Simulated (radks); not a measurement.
Cu3.5+, 25.5 electrons, occupied as [Ne] 3s2 3d(up 4, down 4) 3p(up 3, down 2.5) (fractional occupations, a model configuration). Method: non-relativistic Kohn-Sham, SCAN, spin-polarised, spherical densities, point nucleus; meta-GGA in the generalised Kohn-Sham scheme; computed with a radial shooting solver on a logarithmic mesh with Libxc functionals.

Unscreened Slater integrals over Kohn-Sham orbitals (cm^-1). They are taken over the spin-up orbitals.

\begin{tabular}{lr}
integral & value \\ \hline
F0(3d,3d) & 246490 \\
F2(3d,3d) & 115920 \\
F4(3d,3d) & 72494 \\
F0(3d,3p) & 256910 \\
F2(3d,3p) & 122790 \\
G1(3d,3p) & 150880 \\
G3(3d,3p) & 92360 \\
F0(3d,3s) & 260560 \\
G2(3d,3s) & 114680 \\
F0(3p,3p) & 270230 \\
F2(3p,3p) & 135700 \\
F0(3p,3s) & 274080 \\
G1(3p,3s) & 181800 \\
F0(3s,3s) & 278310 \\
\end{tabular}

Derived for the open shells (J is the average intra-shell exchange parameter used in DFT+U). 3d: Racah B = F2/49 - 5 F4/441 = 1544 cm^-1, C = 35 F4/441 = 5753 cm^-1, C/B = 3.73, F4/F2 = 0.625, J = (F2 + F4)/14 = 13460 cm^-1. 3p: J = F2/5 = 27140 cm^-1.
